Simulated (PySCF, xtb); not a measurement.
In(Br)(Me)(OH) (CH4BrInO), SMILES [CH3][In]([OH])[Br]. Other conformers were not sampled.

Harmonic wavenumbers (cm⁻¹) from GFN2-xTB (xtb 6.7.1) at its own minimum, in rising order: 37, 66, 85, 112, 220, 288, 411, 456, 611, 671, 691, 1167, 1396, 1405, 3000, 3016, 3031, 3636.

Task: What does r2SCAN-D4/def2-SVP in PySCF 2.14.0 give at its own minimum? (Estimate from the structure and the level; the computed values follow.)

Result: 8, 83, 111, 111, 241, 335, 507, 606, 717, 730, 796, 1169, 1425, 1425, 3059, 3184, 3193, 3827. Paired by order, the mean absolute difference is 72 cm⁻¹ and the zero-point energies are 29.0 and 30.8 kcal/mol.
